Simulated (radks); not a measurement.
Effect of the nuclear size on neutral barium, [Xe] 6s2. Calculated with a radial shooting solver on a logarithmic mesh with Libxc functionals: Dirac Kohn-Sham, LDA (Slater exchange, Perdew-Wang correlation), spin-unpolarised, spherical densities, finite nucleus; Fermi nuclear charge, rms radius 4.8378 fm. The rms radius is varied about that value; shifts are against it.

rms radius (fm)  total energy shift (eV)  density at nucleus (e/bohr^3)  1s1/2 shift (meV)  2s1/2 shift (meV)  4p1/2 shift (meV)  5s1/2 shift (meV)  5p1/2 shift (meV)  6s1/2 shift (meV)  6p1/2 (empty) shift (meV)
4.025                              -2.58                      3.331e+05              -1080               -129              0.511             -0.811              0.200             -0.039                      0.049
4.6395                            -0.666                       3.24e+05               -278              -33.3              0.132             -0.209              0.051             -0.010                      0.013
4.8378                                 0                      3.214e+05              0.000              0.000              0.000              0.000              0.000              0.000                      0.000
5.1136                             0.964                       3.18e+05                402               48.2             -0.190              0.302             -0.074              0.015                     -0.018
5.8876                              3.90                      3.095e+05               1620                195             -0.769               1.22             -0.301              0.059                     -0.073

Slopes of the eigenvalues against <r^2> in GHz/fm^2, as finite differences over the two radii next to the reference (eigenvalue slopes, not the field-shift constants of lines): 1s1/2 35500, 2s1/2 4260, 4p1/2 -16.8, 5s1/2 26.7, 5p1/2 -6.58, 6p1/2 (empty) -1.60.
